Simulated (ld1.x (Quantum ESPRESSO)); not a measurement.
chlorine (Cl): variants of one TM potential

Base potential:

* Element: chlorine
* Generator: ld1.x (Quantum ESPRESSO) 7.5
* Type: norm-conserving Troullier–Martins (Kleinman–Bylander form)
* Functional: LDA (PZ)
* Relativity: scalar-relativistic
* Frozen core: [Ne]
* Valence charge: 7
* Reference configuration: 3s2 3p3.5 (charge +1.5)
* Partial waves: 3s (bound): rc 0.90 bohr; 3p (bound): rc 1.00 bohr; 3d channel at 0.2 Ry: rc 1.05 bohr
* Local potential: the d channel
* Core correction: none

All-electron outer shells of the reference configuration (LDA (PZ), scalar-relativistic, ld1.x):

```
shell  level (eV)  outermost node (bohr)  outermost maximum (bohr)
   3s      -38.31                   0.55                      1.26
   3p      -25.48                   0.53                      1.37
```

Cutoffs, loose and tight: the cutoffs (Ry, on a coarse ladder) from which the occupation-weighted sum of valence levels, in a spherical-Bessel basis at the reference potential, stays within 10 and 1 mRy of its value at 400 Ry. They do not see the model core or the augmentation charge, which bear on the density cutoff. Test errors are all-electron minus pseudo excitation energies from the reference, over the configurations 3s2 3p5; 3s2 3p4; 3s2 3p3; 3s1 3p5; 3s2 3p4.5; 3s1 3p6; 3s2 3p2 (two spin-polarised tests are not counted in the largest error). A dash means not determined; rows that change the core or the reference have their own tests. The largest error is taken over the tests solved by every variant that gives reliable tests at all: 3s1 3p5; 3s1 3p6; 3s2 3p2; 3s2 3p3.

A true bound ghost makes a file unfit for plane-wave use even where its test errors are small: the radial tests pick states by their node count and pass the ghost by. Where a test does run into it, the solver fails or the error is huge.

```csv
change,outcome,"cutoff, loose","cutoff, tight",bound ghosts,largest test error (meV)
base,generated,140 Ry,300 Ry,s,-47
"all radii scaled by about 1.13 (s 1.02, p 1.12, d 1.18 bohr)",generated,110 Ry,230 Ry,none,+136
core correction a·sin(br)/r model core inside 0.62 bohr,generated,140 Ry,300 Ry,s,-126
local potential all-electron potential smoothed inside 0.85 bohr (lloc = -1),generated,140 Ry,300 Ry,none,+182
wave 3d channel at 0.2 Ry: rc 1.05 bohr becomes 3d channel at -0.05 Ry: rc 1.05 bohr,generated,140 Ry,300 Ry,s,-50
wave 3d channel at 0.2 Ry: rc 1.05 bohr becomes 3d channel at 0.2 Ry: rc 1.12 bohr,generated,140 Ry,300 Ry,s,+360
wave 3s (bound): rc 0.90 bohr becomes 3s (bound): rc 1.10 bohr,generated,120 Ry,200 Ry,s,+13
wave 3p (bound): rc 1.00 bohr becomes 3p (bound): rc 1.28 bohr,generated,110 Ry,300 Ry,s,-41
reference 3s2 3p3,generated,140 Ry,300 Ry,s,"-51 over the solved tests; 3 of 9 tests not solved or not reliable (1 of them converged, to errors over 20 eV)"
```
